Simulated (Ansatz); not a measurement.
Born–Oppenheimer molecular dynamics of ClFH₃HfO₃ (9 atoms, charge 0, multiplicity 2). It starts at the highest image of a converged band. Of that band: Neighbouring images differ by up to 3.0 eV, so the band resolves the path poorly. A vibrational analysis at the climbing image gives no mode beyond 40i cm⁻¹: the surface is too flat there to confirm a saddle point.

The calculation used UHF/def2-SVP (Ansatz 0.2.0).

| Quantity | Value |
| --- | --- |
| ensemble | NVE (velocity Verlet) |
| time step | 0.5 fs |
| steps asked | 200 |
| starting velocities drawn for | 100 K |
| seed | 10326 |

Frames 1 fs apart, positions in Å, forces in eV/Å.

Velocities at 20 fs (Å/ps):

```
Hf -0.03 -0.06 -0.20
F -0.86 0.87 2.41
O -0.63 0.93 -0.12
H -2.56 0.68 0.12
O 0.64 2.92 0.99
H 4.86 -9.27 -1.09
Cl 0.18 -1.18 -0.49
O 1.56 -1.95 -0.10
H -11.01 13.76 -3.61
```

```xyz
9
Properties=species:S:1:pos:R:3:forces:R:3 time_fs=20 energy_less_start_eV=0.042 T=53
Hf -0.132 -0.261 -0.984 -0.10 -0.58 -0.24
F -0.385 -0.713 2.796 -0.31 -0.73 -0.95
O 1.774 -0.298 -0.665 -0.21 -0.03 0.06
H 2.658 -0.304 -0.353 0.11 0.01 -0.03
O -1.094 1.373 -0.641 0.21 -0.49 -0.12
H -1.423 2.219 -0.441 -0.27 0.57 0.14
Cl -1.287 -2.299 -1.759 0.26 0.51 0.20
O -0.049 0.082 3.818 0.27 0.71 0.99
H -0.619 -0.245 4.506 0.04 0.02 -0.04
9
Properties=species:S:1:pos:R:3:forces:R:3 time_fs=21 energy_less_start_eV=0.054 T=41
Hf -0.132 -0.261 -0.984 -0.14 -0.54 -0.23
F -0.386 -0.712 2.798 -0.34 -0.80 -1.04
O 1.773 -0.297 -0.665 -0.27 -0.03 0.04
H 2.656 -0.303 -0.353 0.18 0.01 -0.01
O -1.093 1.376 -0.640 0.46 -1.10 -0.27
H -1.420 2.213 -0.441 -0.49 1.14 0.28
Cl -1.287 -2.300 -1.760 0.26 0.52 0.20
O -0.048 0.081 3.818 0.32 0.80 1.05
H -0.630 -0.231 4.502 0.02 0.01 -0.03
9
Properties=species:S:1:pos:R:3:forces:R:3 time_fs=22 energy_less_start_eV=0.052 T=43
Hf -0.132 -0.261 -0.984 -0.18 -0.50 -0.23
F -0.387 -0.712 2.800 -0.35 -0.82 -1.06
O 1.773 -0.296 -0.665 -0.22 -0.03 0.06
H 2.656 -0.302 -0.353 0.15 0.01 -0.02
O -1.093 1.378 -0.640 0.38 -0.91 -0.22
H -1.421 2.218 -0.439 -0.40 0.90 0.22
Cl -1.287 -2.301 -1.760 0.27 0.52 0.20
O -0.046 0.079 3.819 0.36 0.83 1.05
H -0.641 -0.217 4.498 0.00 -0.01 0.00
9
Properties=species:S:1:pos:R:3:forces:R:3 time_fs=23 energy_less_start_eV=0.043 T=52
Hf -0.132 -0.261 -0.984 -0.22 -0.47 -0.22
F -0.388 -0.712 2.801 -0.35 -0.80 -1.03
O 1.772 -0.296 -0.665 -0.08 -0.04 0.10
H 2.657 -0.301 -0.354 0.03 0.02 -0.06
O -1.091 1.380 -0.639 0.07 -0.11 -0.03
H -1.426 2.231 -0.434 -0.07 0.07 0.02
Cl -1.286 -2.302 -1.761 0.27 0.52 0.20
O -0.044 0.079 3.820 0.37 0.82 1.01
H -0.651 -0.203 4.494 -0.02 -0.02 0.01
9
Properties=species:S:1:pos:R:3:forces:R:3 time_fs=24 energy_less_start_eV=0.046 T=50
Hf -0.132 -0.261 -0.984 -0.25 -0.43 -0.22
F -0.390 -0.712 2.801 -0.32 -0.73 -0.94
O 1.770 -0.295 -0.665 0.07 -0.04 0.14
H 2.658 -0.300 -0.354 -0.09 0.02 -0.10
O -1.090 1.381 -0.638 -0.25 0.67 0.16
H -1.432 2.245 -0.430 0.26 -0.74 -0.18
Cl -1.286 -2.303 -1.761 0.27 0.52 0.20
O -0.042 0.078 3.822 0.34 0.74 0.93
H -0.662 -0.189 4.490 -0.01 -0.01 0.00
9
Properties=species:S:1:pos:R:3:forces:R:3 time_fs=25 energy_less_start_eV=0.048 T=47
Hf -0.132 -0.261 -0.985 -0.29 -0.39 -0.21
F -0.391 -0.713 2.801 -0.28 -0.62 -0.80
O 1.770 -0.294 -0.665 0.14 -0.04 0.16
H 2.659 -0.299 -0.356 -0.14 0.02 -0.12
O -1.089 1.383 -0.637 -0.38 0.98 0.24
H -1.435 2.252 -0.427 0.40 -1.09 -0.26
Cl -1.285 -2.303 -1.761 0.27 0.52 0.20
O -0.039 0.079 3.825 0.27 0.63 0.81
H -0.673 -0.176 4.486 0.01 -0.01 -0.02
9
Properties=species:S:1:pos:R:3:forces:R:3 time_fs=26 energy_less_start_eV=0.039 T=58
Hf -0.132 -0.262 -0.985 -0.33 -0.34 -0.20
F -0.393 -0.714 2.801 -0.22 -0.48 -0.63
O 1.769 -0.293 -0.665 0.10 -0.04 0.14
H 2.658 -0.297 -0.359 -0.09 0.02 -0.10
O -1.088 1.386 -0.637 -0.26 0.68 0.17
H -1.435 2.248 -0.426 0.30 -0.83 -0.20
Cl -1.285 -2.304 -1.761 0.27 0.52 0.20
O -0.036 0.079 3.828 0.18 0.48 0.66
H -0.684 -0.162 4.482 0.04 0.01 -0.04
9
Properties=species:S:1:pos:R:3:forces:R:3 time_fs=27 energy_less_start_eV=0.028 T=69
Hf -0.132 -0.262 -0.985 -0.36 -0.28 -0.19
F -0.395 -0.716 2.800 -0.14 -0.33 -0.43
O 1.768 -0.292 -0.665 -0.01 -0.05 0.10
H 2.657 -0.296 -0.363 0.03 0.01 -0.06
O -1.087 1.389 -0.636 0.08 -0.13 -0.03
H -1.431 2.238 -0.428 0.00 -0.07 -0.02
Cl -1.284 -2.304 -1.761 0.27 0.52 0.20
O -0.034 0.080 3.832 0.09 0.31 0.47
H -0.694 -0.149 4.477 0.06 0.02 -0.05
9
Properties=species:S:1:pos:R:3:forces:R:3 time_fs=28 energy_less_start_eV=0.031 T=66
Hf -0.132 -0.262 -0.986 -0.40 -0.23 -0.17
F -0.397 -0.718 2.800 -0.07 -0.16 -0.22
O 1.767 -0.292 -0.665 -0.12 -0.05 0.05
H 2.655 -0.294 -0.368 0.15 0.01 -0.01
O -1.087 1.391 -0.635 0.45 -1.04 -0.25
H -1.428 2.226 -0.429 -0.35 0.79 0.19
Cl -1.283 -2.304 -1.762 0.26 0.52 0.20
O -0.031 0.081 3.835 0.01 0.14 0.25
H -0.705 -0.135 4.472 0.06 0.02 -0.05
9
Properties=species:S:1:pos:R:3:forces:R:3 time_fs=29 energy_less_start_eV=0.036 T=61
Hf -0.132 -0.262 -0.986 -0.42 -0.18 -0.16
F -0.399 -0.719 2.799 0.01 0.01 0.00
O 1.766 -0.291 -0.664 -0.14 -0.05 0.04
H 2.655 -0.292 -0.373 0.18 0.01 0.00
O -1.085 1.393 -0.634 0.61 -1.43 -0.34
H -1.429 2.222 -0.429 -0.50 1.13 0.28
Cl -1.283 -2.304 -1.762 0.26 0.51 0.20
O -0.028 0.082 3.839 -0.06 -0.03 0.02
H -0.714 -0.121 4.467 0.05 0.02 -0.03
9
Properties=species:S:1:pos:R:3:forces:R:3 time_fs=30 energy_less_start_eV=0.029 T=68
Hf -0.133 -0.262 -0.986 -0.44 -0.14 -0.15
F -0.401 -0.721 2.798 0.09 0.17 0.21
O 1.765 -0.290 -0.664 -0.05 -0.05 0.06
H 2.657 -0.290 -0.377 0.11 0.01 -0.02
O -1.084 1.395 -0.633 0.43 -0.99 -0.24
H -1.433 2.228 -0.426 -0.31 0.67 0.17
Cl -1.282 -2.304 -1.762 0.26 0.50 0.19
O -0.025 0.083 3.843 -0.12 -0.19 -0.22
H -0.723 -0.107 4.461 0.03 0.01 0.00
9
Properties=species:S:1:pos:R:3:forces:R:3 time_fs=31 energy_less_start_eV=0.027 T=70
Hf -0.133 -0.263 -0.986 -0.45 -0.12 -0.14
F -0.403 -0.723 2.797 0.17 0.32 0.40
O 1.764 -0.289 -0.663 0.10 -0.06 0.09
H 2.660 -0.288 -0.382 -0.02 0.01 -0.06
O -1.082 1.395 -0.633 0.05 -0.12 -0.02
H -1.441 2.240 -0.422 0.07 -0.21 -0.05
Cl -1.281 -2.304 -1.761 0.25 0.49 0.19
O -0.023 0.084 3.847 -0.18 -0.33 -0.42
H -0.732 -0.093 4.455 0.01 0.01 0.01
```

Of the whole run (100 fs, mean temperature of the second half 53 K): The conserved energy stayed within 0.064 meV per atom of its start (net change 0.0018 meV per atom), so the integration is sound. A run of 0.1 ps of so small a system gives no equilibrium averages.

The run took 5.8 min on 4 threads of Arm Neoverse V1, on a shared host, peak memory 0.34 GiB.
